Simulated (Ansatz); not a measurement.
Nudged elastic band run: C2H8GeN2O

Input:

```yaml
crystal:
  periodic: [false, false, false]
  atoms:
    - { symbol: C, position_ang: [0.636699, -2.087926, -0.027717] }
    - { symbol: "N", position_ang: [0.954235, -0.863468, 0.004583] }
    - { symbol: C, position_ang: [-0.035038, 0.128012, -0.333577] }
    - { symbol: "N", position_ang: [0.577801, 1.012794, -1.290983] }
    - { symbol: O, position_ang: [-1.233777, -0.355493, -0.869893] }
    - { symbol: Ge, position_ang: [-0.545081, 1.011002, 1.393768] }
    - { symbol: H, position_ang: [1.387657, -2.839495, 0.251644] }
    - { symbol: H, position_ang: [-0.369285, -2.436913, -0.317917] }
    - { symbol: H, position_ang: [1.57283, 1.106385, -1.104981] }
    - { symbol: H, position_ang: [0.145892, 1.933613, -1.303969] }
    - { symbol: H, position_ang: [-1.074454, -0.422997, -1.824549] }
    - { symbol: H, position_ang: [-1.269328, 0.030486, 2.332937] }
    - { symbol: H, position_ang: [0.715124, 1.566187, 2.082548] }
    - { symbol: H, position_ang: [-1.476373, 2.188612, 1.036904] }
basis:
  gaussian: { orbitals: def2-SVP }
hamiltonian:
  xc: pbe0
neb:
  order_check: false
  images: 9
  f_tol: 0.2
  max_iterations: 23
  final_atoms:
    - { symbol: C, position_ang: [0.65158781, -2.03678667, -0.00431708] }
    - { symbol: "N", position_ang: [0.99139479, -0.81864256, 0.05794341] }
    - { symbol: C, position_ang: [0.03341159, 0.20121643, -0.26659105] }
    - { symbol: "N", position_ang: [0.72109277, 1.21234446, -1.01089642] }
    - { symbol: O, position_ang: [-1.14955057, -0.26510802, -0.88572026] }
    - { symbol: Ge, position_ang: [-0.56806433, 1.0066731, 1.46258443] }
    - { symbol: H, position_ang: [1.38952649, -2.80588401, 0.26205998] }
    - { symbol: H, position_ang: [-0.35891677, -2.36866443, -0.3011683] }
    - { symbol: H, position_ang: [1.31733934, 0.8221771, -1.7386728] }
    - { symbol: H, position_ang: [0.07448499, 1.88885627, -1.40540702] }
    - { symbol: H, position_ang: [-0.92681195, -0.52093391, -1.79306811] }
    - { symbol: H, position_ang: [-1.43875763, -0.00750396, 2.22750018] }
    - { symbol: H, position_ang: [0.65151009, 1.40532259, 2.30442085] }
    - { symbol: H, position_ang: [-1.40134463, 2.25773261, 1.12013021] }
  initial_path:
    images:
      - { positions_ang: [[0.636699, -2.087926, -0.027717], [0.954235, -0.863468, 0.004583], [-0.035038, 0.128012, -0.333577], [0.577801, 1.012794, -1.290983], [-1.233777, -0.355493, -0.869893], [-0.545081, 1.011002, 1.393768], [1.387657, -2.839495, 0.251644], [-0.369285, -2.436913, -0.317917], [1.57283, 1.106385, -1.104981], [0.145892, 1.933613, -1.303969], [-1.074454, -0.422997, -1.824549], [-1.269328, 0.030486, 2.332937], [0.715124, 1.566187, 2.082548], [-1.476373, 2.188612, 1.036904]] }
      - { positions_ang: [[0.62682877, -2.0889234, 0.01159026], [0.93828758, -0.87261761, -0.06245001], [-0.04115434, 0.14677741, -0.35543085], [0.60046188, 1.07151278, -1.26925225], [-1.22928312, -0.3186536, -0.91698085], [-0.53572383, 0.98481207, 1.3882343], [1.36886595, -2.84105849, 0.24328104], [-0.3814645, -2.39145666, -0.15049267], [1.59287035, 1.150945, -1.06832594], [0.10735456, 1.90379373, -1.4061071], [-1.05231503, -0.43311718, -1.85446536], [-1.25727152, -0.02506739, 2.30029643], [0.72152115, 1.51137904, 2.08688114], [-1.4720759, 2.17247329, 1.08201985]] }
      - { positions_ang: [[0.61695855, -2.08992079, 0.05089752], [0.92234016, -0.88176722, -0.12948301], [-0.04727068, 0.16554282, -0.37728469], [0.62312276, 1.13023156, -1.2475215], [-1.22478925, -0.2818142, -0.96406871], [-0.52636667, 0.95862214, 1.38270061], [1.35007491, -2.84262197, 0.23491809], [-0.39364401, -2.34600033, 0.01693165], [1.6129107, 1.19550501, -1.03167088], [0.06881712, 1.87397446, -1.5082452], [-1.03017606, -0.44323736, -1.88438171], [-1.24521504, -0.08062078, 2.26765586], [0.7279183, 1.45657107, 2.09121428], [-1.46777881, 2.15633459, 1.12713569]] }
      - { positions_ang: [[0.60708832, -2.09091819, 0.09020478], [0.90639275, -0.89091683, -0.19651602], [-0.05338701, 0.18430822, -0.39913854], [0.64578365, 1.18895034, -1.22579075], [-1.22029537, -0.2449748, -1.01115656], [-0.5170095, 0.93243221, 1.37716691], [1.33128386, -2.84418546, 0.22655513], [-0.40582351, -2.30054399, 0.18435598], [1.63295105, 1.24006501, -0.99501581], [0.03027968, 1.84415519, -1.6103833], [-1.00803708, -0.45335754, -1.91429807], [-1.23315856, -0.13617417, 2.2350153], [0.73431546, 1.40176311, 2.09554742], [-1.46348171, 2.14019588, 1.17225154]] }
      - { positions_ang: [[0.59721809, -2.09191558, 0.12951204], [0.89044533, -0.90006644, -0.26354902], [-0.05950335, 0.20307363, -0.42099239], [0.66844453, 1.24766912, -1.20406], [-1.2158015, -0.2081354, -1.05824441], [-0.50765233, 0.90624228, 1.37163321], [1.31249281, -2.84574895, 0.21819217], [-0.41800301, -2.25508765, 0.3517803], [1.6529914, 1.28462501, -0.95836075], [-0.00825777, 1.81433593, -1.7125214], [-0.98589811, -0.46347772, -1.94421443], [-1.22110208, -0.19172756, 2.20237473], [0.74071261, 1.34695515, 2.09988056], [-1.45918462, 2.12405718, 1.21736738]] }
      - { positions_ang: [[0.58734787, -2.09291298, 0.1688193], [0.87449791, -0.90921605, -0.33058203], [-0.06561969, 0.22183904, -0.44284623], [0.69110541, 1.3063879, -1.18232925], [-1.21130762, -0.171296, -1.10533226], [-0.49829516, 0.88005235, 1.36609951], [1.29370176, -2.84731243, 0.20982921], [-0.43018252, -2.20963132, 0.51920463], [1.67303175, 1.32918502, -0.92170569], [-0.04679521, 1.78451666, -1.8146595], [-0.96375914, -0.4735979, -1.97413078], [-1.2090456, -0.24728095, 2.16973416], [0.74710976, 1.29214719, 2.1042137], [-1.45488752, 2.10791847, 1.26248323]] }
      - { positions_ang: [[0.60019586, -2.08168772, 0.13419203], [0.89787729, -0.89110135, -0.25287694], [-0.04581343, 0.21771452, -0.4075952], [0.69710288, 1.28757921, -1.14804269], [-1.19895621, -0.1900584, -1.06140986], [-0.512249, 0.9053765, 1.3853965], [1.31286671, -2.83902675, 0.22027537], [-0.41592937, -2.24143794, 0.35513004], [1.60189327, 1.22778343, -1.08509911], [-0.02253917, 1.80538458, -1.732809], [-0.9563697, -0.4830651, -1.93791825], [-1.254988, -0.19932556, 2.18128736], [0.72798983, 1.31478227, 2.14425513], [-1.44417894, 2.1378813, 1.23401262]] }
      - { positions_ang: [[0.61304385, -2.07046246, 0.09956475], [0.92125666, -0.87298666, -0.17517185], [-0.02600718, 0.21359, -0.37234416], [0.70310035, 1.26877052, -1.11375612], [-1.1866048, -0.20882081, -1.01748746], [-0.52620283, 0.93070065, 1.40469348], [1.33203165, -2.83074106, 0.23072152], [-0.40167622, -2.27324456, 0.19105546], [1.53075479, 1.12638185, -1.24849253], [0.00171687, 1.8262525, -1.65095851], [-0.94898026, -0.4925323, -1.90170571], [-1.30093041, -0.15137016, 2.19284057], [0.70886989, 1.33741735, 2.18429656], [-1.43347037, 2.16784413, 1.20554202]] }
      - { positions_ang: [[0.62589183, -2.0592372, 0.06493747], [0.94463604, -0.85487196, -0.09746677], [-0.00620092, 0.20946548, -0.33709312], [0.70909783, 1.24996184, -1.07946955], [-1.17425339, -0.22758321, -0.97356506], [-0.54015667, 0.9560248, 1.42399046], [1.3511966, -2.82245538, 0.24116767], [-0.38742307, -2.30505118, 0.02698087], [1.4596163, 1.02498027, -1.41188596], [0.02597291, 1.84712043, -1.56910801], [-0.94159082, -0.5019995, -1.86549318], [-1.34687282, -0.10341476, 2.20439377], [0.68974996, 1.36005243, 2.22433799], [-1.42276179, 2.19780695, 1.17707141]] }
      - { positions_ang: [[0.63873982, -2.04801194, 0.03031019], [0.96801541, -0.83675726, -0.01976168], [0.01360533, 0.20534095, -0.30184209], [0.7150953, 1.23115315, -1.04518299], [-1.16190198, -0.24634562, -0.92964266], [-0.5541105, 0.98134895, 1.44328745], [1.37036155, -2.81416969, 0.25161382], [-0.37316992, -2.3368578, -0.13709372], [1.38847782, 0.92357868, -1.57527938], [0.05022895, 1.86798835, -1.48725752], [-0.93420139, -0.51146671, -1.82928065], [-1.39281522, -0.05545936, 2.21594697], [0.67063003, 1.38268751, 2.26437942], [-1.41205321, 2.22776978, 1.14860081]] }
      - { positions_ang: [[0.65158781, -2.03678667, -0.00431708], [0.99139479, -0.81864256, 0.05794341], [0.03341159, 0.20121643, -0.26659105], [0.72109277, 1.21234446, -1.01089642], [-1.14955057, -0.26510802, -0.88572026], [-0.56806433, 1.0066731, 1.46258443], [1.38952649, -2.80588401, 0.26205998], [-0.35891677, -2.36866443, -0.3011683], [1.31733934, 0.8221771, -1.7386728], [0.07448499, 1.88885627, -1.40540702], [-0.92681195, -0.52093391, -1.79306811], [-1.43875763, -0.00750396, 2.22750018], [0.65151009, 1.40532259, 2.30442085], [-1.40134463, 2.25773261, 1.12013021]] }
```

Command:

```bash
$ ansatz run input.yaml --threads 2 --pin off --max-ram 3072MiB --backend cpu --events-out ev --progress --plain --runs-dir out
```

Output, in part (warnings, iteration lines, the closing report on the highest movable image, with atoms numbered from 0):

```
NEB end point (image 0): max|allowed force component| = 3.960e-3 eV/Å (the criterion of neb.relax_end_points is 4.000e-2)
NEB end point (image 10): max|allowed force component| = 1.210e-2 eV/Å (the criterion of neb.relax_end_points is 4.000e-2)
NEB iter   1: max|band force component| = 1.537e1 eV/Å  barrier→ = 1.5610 eV  barrier← = 1.4419 eV  Δτ_max = 0.2000 Å  (311 SCF iters)
NEB iter   2: max|band force component| = 2.176e0 eV/Å  barrier→ = 0.5504 eV  barrier← = 0.4313 eV  Δτ_max = 0.1993 Å  (283 SCF iters)
NEB iter   3: max|band force component| = 1.920e0 eV/Å  barrier→ = 0.3823 eV  barrier← = 0.2631 eV  Δτ_max = 0.1999 Å  (289 SCF iters)
NEB iter   4: max|band force component| = 1.177e0 eV/Å  barrier→ = 0.2611 eV  barrier← = 0.1419 eV  Δτ_max = 0.2000 Å  (280 SCF iters)
NEB iter   5: max|band force component| = 1.487e0 eV/Å  barrier→ = 0.2671 eV  barrier← = 0.1479 eV  Δτ_max = 0.1004 Å  (282 SCF iters)
NEB iter   6: max|band force component| = 6.688e-1 eV/Å  barrier→ = 0.1839 eV  barrier← = 0.0648 eV  Δτ_max = 0.1107 Å  (270 SCF iters)
NEB iter   7: max|band force component| = 3.940e-1 eV/Å  barrier→ = 0.1968 eV  barrier← = 0.0777 eV  CI = image 6  Δτ_max = 0.0705 Å  (282 SCF iters)
NEB iter   8: max|band force component| = 1.427e-1 eV/Å  barrier→ = 0.1796 eV  barrier← = 0.0604 eV  CI = image 6  Δτ_max = 0.0000 Å  (547 SCF iters)
Total energy: -63720.58894350 eV, -2341.6884523073 hartree
Atom 0 at     0.645841    -2.032893    -0.019532 Å, force    -0.002159    -0.116371    -0.011453 eV/Å
Atom 1 at     0.981655    -0.813918     0.022062 Å, force    -0.024435     0.058204     0.006176 eV/Å
Atom 2 at    -0.002257     0.191921    -0.289703 Å, force    -0.028789     0.012792     0.059668 eV/Å
Atom 3 at     0.633158     1.135032    -1.131038 Å, force     0.153789    -0.039974     0.054725 eV/Å
Atom 4 at    -1.201864    -0.284250    -0.852019 Å, force    -0.025675    -0.117700    -0.083604 eV/Å
Atom 5 at    -0.574801     0.994343     1.461692 Å, force     0.032717    -0.038395    -0.026733 eV/Å
Atom 6 at     1.394390    -2.798905     0.228915 Å, force    -0.008097     0.023152     0.006489 eV/Å
Atom 7 at    -0.370630    -2.373968    -0.289453 Å, force     0.033108     0.043907     0.026844 eV/Å
Atom 8 at     1.551500     0.926930    -1.491297 Å, force    -0.016210     0.023869    -0.027080 eV/Å
Atom 9 at     0.099308     1.891449    -1.523076 Å, force    -0.030240     0.107340    -0.018676 eV/Å
Atom 10 at    -0.994792    -0.489283    -1.777934 Å, force    -0.071371     0.027285     0.024143 eV/Å
Atom 11 at    -1.375371    -0.042071     2.274831 Å, force    -0.008214     0.025646     0.019717 eV/Å
Atom 12 at     0.659265     1.446286     2.260689 Å, force    -0.003168    -0.001327    -0.016623 eV/Å
Atom 13 at    -1.458498     2.220125     1.154662 Å, force    -0.001257    -0.008428    -0.013593 eV/Å
Dipole moment:     0.070613    -0.088845    -0.474241 e Å
```

The forces met the threshold. The threshold of 0.2 eV/Å is loose, so the images may lie well off the minimum-energy path. The order of the stationary point at the top wasn't checked.

Final band (atoms are numbered from 1 in the order of the input):

```json
{"image": "0", "path coordinate (Å)": "0.00", "energy (kcal/mol)": "0.0", "height of N4 over the plane of its neighbours (Å)": "-0.35"}
{"image": "1", "path coordinate (Å)": "0.14", "energy (kcal/mol)": "0.0", "height of N4 over the plane of its neighbours (Å)": "-0.35"}
{"image": "2", "path coordinate (Å)": "0.28", "energy (kcal/mol)": "0.2", "height of N4 over the plane of its neighbours (Å)": "-0.34"}
{"image": "3", "path coordinate (Å)": "0.42", "energy (kcal/mol)": "0.7", "height of N4 over the plane of its neighbours (Å)": "-0.30"}
{"image": "4", "path coordinate (Å)": "0.56", "energy (kcal/mol)": "1.9", "height of N4 over the plane of its neighbours (Å)": "-0.21"}
{"image": "5", "path coordinate (Å)": "0.70", "energy (kcal/mol)": "3.5", "height of N4 over the plane of its neighbours (Å)": "-0.07"}
{"image": "6", "path coordinate (Å)": "0.84", "energy (kcal/mol)": "4.1", "height of N4 over the plane of its neighbours (Å)": "0.08"}
{"image": "7", "path coordinate (Å)": "0.97", "energy (kcal/mol)": "3.6", "height of N4 over the plane of its neighbours (Å)": "0.20"}
{"image": "8", "path coordinate (Å)": "1.10", "energy (kcal/mol)": "3.0", "height of N4 over the plane of its neighbours (Å)": "0.28"}
{"image": "9", "path coordinate (Å)": "1.23", "energy (kcal/mol)": "2.8", "height of N4 over the plane of its neighbours (Å)": "0.33"}
{"image": "10", "path coordinate (Å)": "1.37", "energy (kcal/mol)": "2.7", "height of N4 over the plane of its neighbours (Å)": "0.34"}
```

The run took 6.1 min on 2 threads of Arm Neoverse V2 (shared host), peak memory 0.45 GiB.
